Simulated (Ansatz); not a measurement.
Reaction (formal exchange of groups at the Se–Si bond): `S[SiH2][SeH]` + `O=CC[SiH3]` → `O=CC([SiH3])[SeH]` + `[SiH3]S`

Calculated with Ansatz (gas phase, PBE0-D4/def2-TZVP geometries, no zero-point term in ΔE). CCSD(T)/CBS adds triple-zeta CCSD(T) − MP2 to the extrapolated MP2 energy (def2 sets, frozen cores). Functionals use def2-TZVPP. B3LYP here is the variant with VWN-RPA as its local correlation; programs differ in this. For Se outer-core shells are correlated without core-valence functions, which leaves a few kJ/mol of doubt a bond. Scalar relativity is left out up to krypton. Each species was taken in one conformer, which may not be the lowest.

`S[SiH2][SeH]`:

Cartesian coordinates in Å:
```
S 0.421 -1.255 1.628
Si 0.055 -0.433 -0.300
Se -1.328 1.366 -0.086
H 0.950 -0.122 2.124
H 1.292 0.016 -0.987
H -0.562 -1.550 -1.054
H -0.827 1.979 -1.325
```

`O=CC[SiH3]`:

```xyz
10

O     1.696   -1.077    0.400
C     0.564   -1.193    0.787
C    -0.556   -0.291    0.373
Si   -0.002    1.058   -0.828
H     0.298   -2.008    1.493
H    -1.353   -0.906   -0.064
H    -1.003    0.143    1.276
H     0.529    0.460   -2.076
H    -1.193    1.884   -1.163
H     1.019    1.930   -0.198
```

`O=CC([SiH3])[SeH]`:

```xyz
11

O     0.559    2.209   -0.153
C     0.902    1.081   -0.381
C     0.001   -0.073   -0.647
Si   -0.088   -1.186    0.893
Se   -1.834    0.436   -1.093
H     1.977    0.806   -0.371
H     0.424   -0.666   -1.464
H    -0.952   -2.344    0.565
H    -0.650   -0.395    2.012
H     1.273   -1.676    1.250
H    -1.612    1.807   -0.610
```

`[SiH3]S`:

Cartesian coordinates in Å:
```
Si -0.505 -0.144 0.057
S 1.450 -0.132 -0.807
H -0.472 -0.577 1.477
H -1.272 -1.120 -0.752
H -1.145 1.193 -0.021
H 1.944 0.781 0.046
```

Task: Is it downhill or uphill in electronic energy at CCSD(T)/CBS, and by how much? (An estimate is asked.)

Result: Computed: Uphill: ΔE = +105.0 kJ/mol.

Task: What do these levels give: PBE-D4, r2SCAN-D4, PBE0-D4, B3LYP-D4, r2SCAN, MP2/def2-TZVPP, CCSD/def2-TZVPP, HF/def2-QZVPP, MP2/def2-QZVPP, HF/CBS(def2), MP2/CBS(def2), CCSD/CBS(def2)? (An estimate is asked.)

Result: Ansatz gave: PBE-D4 99.9, r2SCAN-D4 105.1, PBE0-D4 106.8, B3LYP-D4 103.3, r2SCAN 105.8, MP2/def2-TZVPP 99.2, CCSD/def2-TZVPP 104.5, HF/def2-QZVPP 121.0, MP2/def2-QZVPP 101.7, HF/CBS(def2) 121.0, MP2/CBS(def2) 103.7, CCSD/CBS(def2) 109.0 kJ/mol.

Largest T1 diagnostic among the species: 0.014.

In def2-TZVPP, CCSD(T) changes the Hartree–Fock value by −20.7 kJ/mol (the triples alone add −4.1 kJ/mol) and MP2 by −22.0 kJ/mol. From PBE to PBE0 (25 % exact exchange), in def2-TZVPP and without D4, ΔE moves by +6.5 kJ/mol.
